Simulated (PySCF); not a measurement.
A PySCF script (with the pyscf-properties extension) for the NMR shieldings of SMILES C(B(C)C)#CC(=O)O, C₅H₇BO₂, on a GFN2-xTB geometry:

```python
import basis_set_exchange as bse
import numpy as np
from pyscf import gto, dft
from pyscf.prop import nmr

atoms = """
C    -1.598548    1.463112   -0.818778
B    -1.072837    0.103676   -0.222360
C    -2.030729   -1.082348    0.172714
C     0.411964   -0.071469   -0.020503
C     1.604292   -0.209093    0.153035
C     3.018563   -0.397181    0.291122
O     3.740610   -0.815941   -0.577588
O     3.457082   -0.051283    1.512789
H    -0.943208    1.860056   -1.591089
H    -1.616887    2.211385   -0.025322
H    -2.607226    1.399040   -1.218867
H    -3.071709   -0.785701    0.271453
H    -1.987923   -1.843024   -0.608026
H    -1.722464   -1.578670    1.090539
H     4.414606   -0.194569    1.568968
"""
names = dict.fromkeys(["C", "B", "O", "H"], "pcSseg-1")
basis = {el: gto.basis.parse(bse.get_basis(n, elements=[el], fmt="nwchem")) for el, n in names.items()}
mol = gto.M(atom=atoms, basis=basis, charge=0, verbose=0)
mf = dft.RKS(mol, xc="PBE0")
mf.grids.level = 2
mf.grids.alignment = dft.numint.BLKSIZE   # the property module wants whole blocks of grid points
mf.conv_tol = 1e-9
mf.kernel()

calc = nmr.RKS(mf)   # GIAO
C = mf.mo_coeff
Co = C[:, mf.mo_occ > 0]
resp = mf.gen_response(singlet=True, hermi=2)
def vind(x):   # induced exchange potential for any number of trial vectors
    d = np.einsum("pi,xij,qj->xpq", C, 2 * x.reshape(-1, C.shape[1], Co.shape[1]), Co, optimize=True)
    return np.einsum("xpq,pi,qj->xij", resp(d - d.transpose(0, 2, 1)), C, Co, optimize=True).ravel()
mo1, _ = nmr.rhf.solve_mo1(calc, with_cphf=vind)
sigma = calc.kernel(mo1)
for i, s in enumerate(sigma):   # ppm
    print("%2d %-2s %9.2f" % (i, mol.atom_pure_symbol(i), np.trace(s) / 3))
```

**Question.** What are the results?

**Answer.** 
```
 0 C     169.78
 1 B      26.78
 2 C     169.70
 3 C      77.39
 4 C      60.12
 5 C      28.72
 6 O    -114.68
 7 O     120.47
 8 H      30.42
 9 H      30.91
10 H      30.37
11 H      30.36
12 H      30.84
13 H      30.49
14 H      25.41
```

These numbers come from an equivalent density-fitted implementation of the same equations, which agrees with the script to about 0.01 ppm for H and up to a few tenths of a ppm for heavy atoms, so last digits may differ.

Size and cost of the density-fitted run: 171 basis functions, 21 s wall time on 1 thread of an Arm Neoverse V1, shared host; peak memory 0.74 GiB.
